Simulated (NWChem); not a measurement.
# C₂H₆BF; SMILES CB(F)C

```xyz
10

B      0.0658    -0.0009    -0.0003
F      1.4034     0.0125     0.0000
C     -0.6476    -1.3965     0.0058
H     -0.8710    -1.6577    -1.0457
H     -1.6150    -1.3807     0.5298
H     -0.0170    -2.2012     0.4112
C     -0.6691     1.3838    -0.0060
H     -1.6770     1.3410    -0.4441
H     -0.0823     2.1743    -0.4971
H     -0.7977     1.6924     1.0486
```
Atoms are numbered in this order, from 1.

The geometry was optimised at PBE0/def2-SVP.

 States above −ε(HOMO) = 8.8 eV lie in this functional's continuum and hang on the basis.

Question: List the 4 lowest vertical singlet excitations from PBE0/def2-SVPD, TDA (NWChem).

Answer: 
```tsv
state	energy (eV)	oscillator strength	leading excitation (squared amplitude)
S1	6.82	0.000	HOMO → LUMO (0.99)
S2	7.96	0.057	HOMO → LUMO+1 (0.99)
S3	9.08	0.003	HOMO−1 → LUMO (0.93)
S4	9.21	0.021	HOMO−2 → LUMO (0.80)
```
